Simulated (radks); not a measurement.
Eu IV, 60 electrons, occupied as [Xe] 4f5 6d1 (not the ground configuration). All-electron calculation, Dirac Kohn-Sham, LDA (Slater exchange, Perdew-Wang correlation), spin-unpolarised, spherical densities, point nucleus; open shells fill j = l - 1/2 first. Program: a radial shooting solver on a logarithmic mesh with Libxc functionals.

Radial electron density D(r) = 4 pi r^2 rho(r):

r (bohr)  D(r) (e/bohr)
0.004412          35.53
0.006027          50.49
0.008234          66.73
0.01125           80.22
0.01537           85.82
0.02099           81.81
0.02868           75.77
0.03918           81.95
0.05353           101.8
0.07313           110.2
0.09991           92.51
0.1365            84.33
0.1865            97.54
0.2547            76.25
0.348             41.61
0.4754            45.52
0.6495            39.39
0.8874            19.16
1.212             11.39
1.656             6.308
2.263             1.592
3.091            0.2430
4.223            0.3052
5.769            0.1946
7.881           0.02793
10.77         0.0006619

D(r) has 5 maxima, at r = 0.0156, 0.0686, 0.191, 0.523, 4.47 bohr, and minima at 0.0301, 0.126, 0.380, 3.30 bohr, inside which lie 2.02, 11.16, 29.26, 59.11 electrons.
